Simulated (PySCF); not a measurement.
## Simulated absorption spectrum

Compound: C5H14N2.
InChI=1S/C5H14N2/c1-3-7(2)5-4-6/h3-6H2,1-2H3

The calculation used TDDFT CAM-B3LYP/def2-SVPD, vertical, gas phase, core orbitals frozen in the response (PySCF). Isolated species at its PBE0-D3(BJ)/def2-SVP geometry (one conformer only). Torsions of this conformer, `[CH3:1][CH2:2][N:3]([CH3:4])[CH2:5][CH2:6][NH2:7]`: C1–C2–N3–C4 -67°, C2–N3–C5–C6 -156°, N3–C5–C6–N7 56°, H–N7–C6–C5 66°, H–N7–C6–C5 -47°.

Computed states:

```json
{"state": "S1", "E (eV)": "6.16", "f": "0.018"}
{"state": "S2", "E (eV)": "6.50", "f": "0.016"}
{"state": "S3", "E (eV)": "6.77", "f": "0.0058"}
{"state": "S4", "E (eV)": "6.92", "f": "0.112"}
{"state": "S5", "E (eV)": "7.14", "f": "0.120"}
{"state": "S6", "E (eV)": "7.43", "f": "0.0042"}
{"state": "S7", "E (eV)": "7.54", "f": "0.0094"}
{"state": "S8", "E (eV)": "7.61", "f": "0.0053"}
{"state": "S9", "E (eV)": "7.85", "f": "0.0052"}
{"state": "S10", "E (eV)": "7.93", "f": "0.012"}
```

Broadening: Gaussians 0.25 eV wide at half height, area fixed by f = 4.319×10⁻⁹ ∫ε dν̃. The width is an assumption, not a result. The curve ends short of the highest state used, and states not computed would add to its high-energy end.

(1) Give the broadened spectrum and its maxima.

(2) On this curve, what absorbance would a 10⁻⁴ mol/L sample give at 193 nm over a 1 cm path?

(3) Coming from long wavelengths, where does ε first pass 100 L mol⁻¹ cm⁻¹?

## Answers

(1) 
E (eV), ε (L mol⁻¹ cm⁻¹) and a bar:
```
     5.79          4 
     5.85         26 
     5.92        144 
     5.99        524 #
     6.06       1233 ##
     6.12       1819 ####
     6.19       1929 ####
     6.26       1420 ###
     6.32       1043 ##
     6.39       1165 ##
     6.46       1614 ###
     6.52       1731 ###
     6.59       1458 ###
     6.66       1559 ###
     6.72       2908 ######
     6.79       6599 #############
     6.86      11318 #######################
     6.92      13935 ############################
     6.99      14672 #############################
     7.06      14972 ##############################
     7.13      14599 #############################
     7.19      11878 ########################
     7.26       6763 ##############
     7.33       2881 ######
```

Maxima: 201 nm (6.16 eV), ε about 2000, made up of S1 (99%); 191 nm (6.51 eV), ε about 1700, made up of S2 (98%); 175 nm (7.09 eV), ε about 15000, made up of S4 (23%) and S5 (77%) (ε in L mol⁻¹ cm⁻¹; maxima over ε = 5, shares over 10%).

(2) 193 nm is 6.424 eV, where ε is about 1400 L mol⁻¹ cm⁻¹, so A = ε c l ≈ 0.14 (Beer–Lambert, with the gas-phase spectrum and the assumed width).

(3) At about 210 nm (5.90 eV), 0.26 eV below S1.

The vertical ionisation energy (ΔSCF) is 8.30 eV, 0.38 eV above S10.
